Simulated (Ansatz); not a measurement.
A CCSD(T) single point on F$_{2}$GaHS (`[F][Ga]([F])[SH]`).

```yaml
crystal:
  periodic: [false, false, false]
  atoms:
    - {symbol: F, position_ang: [-0.326357, -1.486113, 1.658571]}
    - {symbol: Ga, position_ang: [0.142667, -0.388994, 0.397727]}
    - {symbol: F, position_ang: [1.855701, -0.271180, 0.121408]}
    - {symbol: S, position_ang: [-1.298487, 0.749174, -0.745620]}
    - {symbol: H, position_ang: [-0.323625, 1.323513, -1.473585]}
basis:
  gaussian: {orbitals: def2-SVP}
correlation: {method: ccsd_t}
```

```sh
$ ansatz run in.yaml --threads 2 --pin off --events-out ev --progress --plain
```

Log, shortened:

```
Functional definition: HF
785 factors; integrals over basis functions are off by at most 8.7e-4 eV
mean field evaluation 1: about -68564.9494 eV, gradient 4.0e1 eV
mean field evaluation 2: about -68564.9790 eV, gradient 4.0e1 eV
mean field evaluation 4: about -68568.0634 eV, gradient 2.3e0 eV
mean field evaluation 8: about -68568.0925 eV, gradient 2.8e-1 eV
mean field -68568.09289671 eV, -2519.8309368313 hartree, gradient 1.2e-6 eV, S^2 0.000000; 0 other end points of the search recorded, 0 dependent functions left out
16 core orbitals not correlated: weight in the atoms' cores, before any rotation towards them, 1.000 or more for the frozen orbitals, at most 0.000 for the correlated occupied ones
reference -68568.09289671 eV, -2519.8309368313 hartree; 17, 17 occupied and 50, 50 virtual orbitals, 785 factors
second order -19.34632637 eV of doubles, -0.00000000 eV of singles
cycle   1  -18.91333910 eV  change    4.3e-1 eV  update   1.2e-1
cycle   2  -19.42482596 eV  change   -5.1e-1 eV  update   3.5e-2
cycle   3  -19.53801700 eV  change   -1.1e-1 eV  update   1.8e-2
cycle   4  -19.52900790 eV  change    9.0e-3 eV  update   4.1e-3
cycle   5  -19.52493007 eV  change    4.1e-3 eV  update   1.7e-3
cycle   6  -19.52500801 eV  change   -7.8e-5 eV  update   4.4e-4
cycle   7  -19.52486362 eV  change    1.4e-4 eV  update   1.4e-4
cycle   8  -19.52481205 eV  change    5.2e-5 eV  update   4.0e-5
cycle   9  -19.52481742 eV  change   -5.4e-6 eV  update   1.4e-5
perturbative correction -0.45080823 eV, -0.0165668969 hartree
Total energy: -68588.06852236 eV, -2520.5650275340 hartree
```

Hardware: 2 threads of a server CPU on a shared host. Wall time 2.8 s, peak host memory 0.24 GiB.

Correlation energy per correlated electron: -0.588 eV. T1 diagnostic: 0.0140.
